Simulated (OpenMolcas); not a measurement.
## Ca⁺: thermal populations, worked from levels

```yaml
Program: OpenMolcas
Basis: ANO-RCC-VTZP [6s5p2d1f]
Scalar_Hamiltonian: DKH2, point nucleus
Active_space: 1 electron in 9 orbitals (3d 4s 4p)
State_averaging: 2S+1 = 2 even, 6 roots; 2S+1 = 2 odd, 3 roots
Spin-orbit_coupling: RASSI with atomic mean-field integrals over the reference wave functions, term energies averaged over their components
```

Methods: CASSCF; SS-CASPT2, IPEA 0.25 Eh, imaginary shift 0.1 Eh (closed shells correlated: 3s 3p). Measured levels: NIST Handbook of Basic Atomic Spectroscopic Data.

**Thermal populations.** Z = Σ (2J + 1) exp(-E/kT) with k = 0.695035 cm-1/K, over the levels below. No other level of either list lies under 52100 cm-1, which is above 7 kT at each temperature.

```json
{"Level": "4s ²S_1/2", "2J + 1": "2", "SS-CASPT2": "0.0", "measured": "0.0"}
{"Level": "3d ²D_3/2", "2J + 1": "4", "SS-CASPT2": "23800", "measured": "13650"}
{"Level": "3d ²D_5/2", "2J + 1": "6", "SS-CASPT2": "23820", "measured": "13711"}
{"Level": "4p ²P°_1/2", "2J + 1": "2", "SS-CASPT2": "24970", "measured": "25192"}
{"Level": "4p ²P°_3/2", "2J + 1": "4", "SS-CASPT2": "25120", "measured": "25414"}
```

```csv
T (K),"Z, SS-CASPT2","Z, measured levels","Ground level (%), SS-CASPT2","Ground level (%), measured levels"
5000,2.015,2.199,99.3,91.0
8000,2.204,2.916,90.7,68.6
```

At 8000 K, kT = 5560 cm-1, and the computed levels give Z = 2.000 + 0.055 + 0.083 + 0.022 + 0.044 = 2.204.

Term energies are means over components that CASPT2 splits; among the terms shown or strongly mixed into the levels shown the widest spread is 94 cm-1 (3d ²D, SS-CASPT2). ANO sets are built for ground and valence states and can reach diffuse excited orbitals poorly. With one active electron the reference holds no correlation, so core polarisation is missing (holds for CASSCF). With one active electron, CASPT2 adds the correlation within the correlated inactive shells and between them and that electron, and leaves the splitting within a term as the reference gives it (holds for SS-CASPT2). Measured partners are found by configuration, term and J. A level has none where our copy of the source lacks it or the pairing is in doubt (some pairs that miss far off the trend of their configuration count as doubtful), and it then counts in no deviation. Levels of configurations outside the active space are missing.

° marks odd parity.
